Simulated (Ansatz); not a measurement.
Species: C4H3N2 (charge -1, singlet). It need not be the lowest isomer of its formula. Whether it binds its extra electron was not tested at this geometry. 
Geometry from a B3LYP-D3(BJ)/def2-TZVP (Ansatz, an electronic-structure program) optimisation:
```
C
N 1 1.3413
C 2 1.3376 1 113.30
N 3 1.3275 2 128.88 1 0.00
C 1 1.3806 2 122.45 3 0.00
H 5 1.0903 1 118.22 2 180.00
C 4 1.3913 3 120.10 2 0.00
H 3 1.0941 4 116.28 7 180.00
H 1 1.0941 2 115.88 3 180.00
```
Charge -1, spin multiplicity 1.

Basis-set convergence of Hartree-Fock and CCSD(T) correlation energies (hartree) with Ansatz. Valence correlation only, unless marked. No spin-orbit coupling. Non-relativistic. This anion needs diffuse functions, which these sets lack.

```tsv
basis	functions	E(HF)	E(corr, CCSD(T))
cc-pVDZ	99	-262.05693	-0.89798
cc-pVTZ	222	-262.12741	-1.08907
cc-pVQZ	420	-262.14796	-1.15022
cc-pV5Z	711	___	___
```

Q: Some entries are withheld; supply them.

A: 
- cc-pV5Z, E(HF): -262.15368
- cc-pV5Z, E(corr, CCSD(T)): -1.17111
